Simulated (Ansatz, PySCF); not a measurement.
This singlet lies 1.21 eV below the relaxed triplet at the level frozen-core CCSD(T)/aug-cc-pVTZ // B3LYP-D3(BJ)/def2-TZVPD (Ansatz, an electronic-structure program).

B3LYP has the VWN-RPA correlation part, as in Gaussian. 

## BCl2, SMILES `Cl[B-]Cl` (lower singlet) (charge -1, multiplicity 1)

All values below come from B3LYP-D3(BJ)/def2-TZVPD (PySCF).

HOMO: -0.09 eV
total energy: -945.3721 Ha
cost: very roughly 17 core-seconds

```xyz
3

Cl     1.5101    -0.3874     0.0000
B     -0.0027     0.7850     0.0000
Cl    -1.5075    -0.3976     0.0000
```
Charge -1, spin multiplicity 1.
